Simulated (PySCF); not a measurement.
Species: Si(vinyl)3Ph, C12H14Si.
Bonds: Si1–C2, Si1–C7, Si1–C12, Si1–C17, C2–C3, C7–C8, C12–C13, C17–C18, C17–C22, C18–C19, C19–C20, C20–C21, C21–C22. Hydrogens: H4 on C2; H5, H6 on C3; H9 on C7; H10, H11 on C8; H14 on C12; H15, H16 on C13; H23 on C18; H24 on C19; H25 on C20; H26 on C21; H27 on C22.

Computed by this run: PBE0-D3(BJ)/def2-SVP geometry optimisation, gas phase (PySCF 2.14.0); density fitting, grid level 1; the optimiser is geomeTRIC in internal coordinates, started from a GFN2-xTB structure with every atom displaced at random (about 0.03 Å).

At the end of the run (lengths in Å): Si1–C12 1.875, C8–H11 1.096, C12–C13 1.338, C18–H23 1.094, C19–C20 1.395, C17–C22 1.402, C22–H27 1.094, Si1–C2–C3 124.9°, Si1–C7–C8 123.8°, C2–Si1–C7 108.6°, C19–C20–C21 119.8°, C7–Si1–C2–C3 -108°, C2–Si1–C7–C8 -133°, C2–Si1–C12–C13 -131°, H4–C2–C3–H5 180°, H25–C20–C21–C22 180°.

Task: These geometries were met on the way; a selection of coordinates is given. Order them by energy above the end point, lowest first.
A. Si1–C12 1.887, C8–H11 1.092, C12–C13 1.328, C18–H23 1.092, C19–C20 1.382, C17–C22 1.416, C22–H27 1.093, Si1–C2–C3 129.8°, Si1–C7–C8 120.6°, C2–Si1–C7 110.3°, C19–C20–C21 122.6°, C7–Si1–C2–C3 -111°, C2–Si1–C7–C8 -129°, C2–Si1–C12–C13 -129°, H4–C2–C3–H5 -179°, H25–C20–C21–C22 -177°
B. Si1–C12 1.876, C8–H11 1.102, C12–C13 1.348, C18–H23 1.098, C19–C20 1.395, C17–C22 1.404, C22–H27 1.097, Si1–C2–C3 123.5°, Si1–C7–C8 125.5°, C2–Si1–C7 108.8°, C19–C20–C21 122.3°, C7–Si1–C2–C3 -110°, C2–Si1–C7–C8 -132°, C2–Si1–C12–C13 -131°, H4–C2–C3–H5 180°, H25–C20–C21–C22 180°
C. Si1–C12 1.876, C8–H11 1.096, C12–C13 1.336, C18–H23 1.094, C19–C20 1.394, C17–C22 1.403, C22–H27 1.094, Si1–C2–C3 125.7°, Si1–C7–C8 123.5°, C2–Si1–C7 108.7°, C19–C20–C21 119.7°, C7–Si1–C2–C3 -109°, C2–Si1–C7–C8 -132°, C2–Si1–C12–C13 -131°, H4–C2–C3–H5 -179°, H25–C20–C21–C22 180°
D. Si1–C12 1.977, C8–H11 0.999, C12–C13 1.433, C18–H23 1.015, C19–C20 1.326, C17–C22 1.470, C22–H27 1.028, Si1–C2–C3 122.8°, Si1–C7–C8 126.9°, C2–Si1–C7 111.6°, C19–C20–C21 120.0°, C7–Si1–C2–C3 -110°, C2–Si1–C7–C8 -127°, C2–Si1–C12–C13 -128°, H4–C2–C3–H5 -170°, H25–C20–C21–C22 -172°

Result: C (0.001 eV), B (0.037 eV), A (0.157 eV), D (1.458 eV).

```
step  E above end (eV)  rms distance from the end, all atoms (Å)  largest force (eV/Å)  rms shift of all bonds from the end (Å)
   5             0.001                                     0.017                 0.149                                    0.001
   3             0.037                                     0.046                 0.665                                    0.003
   1             0.157                                     0.086                 1.348                                    0.007
   0             1.458                                     0.067                 6.508                                    0.048
```

Rows stand in the order of the answer.
